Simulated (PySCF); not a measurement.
Al(All)(H)2 (C3H7Al), SMILES C=C[CH2][AlH2]. Geometry: PBE-D3(BJ)/def2-SVP. The structure was generated by enumeration; whether it is a known compound was not checked. Other conformers were not sampled.

The numbers are results of PySCF with PBE-D3(BJ)/def2-SVP, not measurements.

Harmonic wavenumbers (cm⁻¹): 90, 358, 416, 437, 447, 485, 511, 681, 718, 762, 775, 831, 894, 996, 1012, 1201, 1230, 1353, 1428, 1522, 1887, 1904, 3059, 3066, 3070, 3180, 3181. Rotational constants (GHz): 7.931, 6.349, 4.268; symmetry number 1.

Problem. Work out the zero-point energy and the ideal-gas rigid-rotor harmonic-oscillator thermochemistry at 298.15 K and 1 atm.

Solution. ZPE = ½ Σ hcν = ½ × 35493 cm⁻¹ = 212.29 kJ/mol. H − E(el) = 230.21 kJ/mol. Entropy in J/(mol K): translation 161.74, rotation 103.84, vibration 43.48, total 309.06. G − E(el) = 138.07 kJ/mol. Cp = 99.61 J/(mol K). Modes under 150 cm⁻¹ make the vibrational entropy uncertain.
